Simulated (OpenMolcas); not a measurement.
Pr3+: moving or changing the point charges

Pr3+ among 8 point charges of -1.5 e arranged as a cube (Oh), 2.76 Å from the ion.
```
   1.5935    1.5935    1.5935  -1.50
   1.5935    1.5935   -1.5935  -1.50
   1.5935   -1.5935    1.5935  -1.50
   1.5935   -1.5935   -1.5935  -1.50
  -1.5935    1.5935    1.5935  -1.50
  -1.5935    1.5935   -1.5935  -1.50
  -1.5935   -1.5935    1.5935  -1.50
  -1.5935   -1.5935   -1.5935  -1.50
```

```yaml
Program: OpenMolcas 26.06
Method: CASSCF
Basis: ANO-RCC-VTZP [8s7p5d3f2g1h]
Scalar_Hamiltonian: DKH2, point nucleus
Active_space: 2 electrons in 7 orbitals (4f)
State_averaging: 2S+1 = 3 even, 21 roots; 2S+1 = 1 even, 27 roots kept (CI in the orbitals of an earlier block)
Spin-orbit_coupling: RASSI with atomic mean-field integrals over the reference wave functions
```

Runs around this geometry, states (labels of O, the rotations of Oh). Energies in cm-1 above the lowest state or level, χT in cm3 K/mol; under a threefold ground state the first gap can be a small split of the lowest multiplet, not the spin-orbit step.

| R (Å) | Ground state | First state of that spin | First gap with spin-orbit (degeneracies) | Width of lowest J | χT at 300 K |
| --- | --- | --- | --- | --- | --- |
| 2.76 | 3T1 | 3E 19.3 | 159.3 (3, 2) | 222 | 1.615 |
| 2.88 | 3T1 | 3E 15.9 | 129.6 (3, 2) | 182 | 1.626 |
| 3.29 | 3T1 | 3E 8.4 | 70.4 (3, 2) | 99 | 1.641 |

Taking the width of the lowest J multiplet as R^-n, n = -ln(99 / 222) / ln(3.29 / 2.76) = 4.6 between the shortest and longest distance.

Point charges carry no covalency, so the field is a model and not that of real ligands. A group larger than the point group allows holds several states that coincide in this model. No measured value stands beside these numbers.
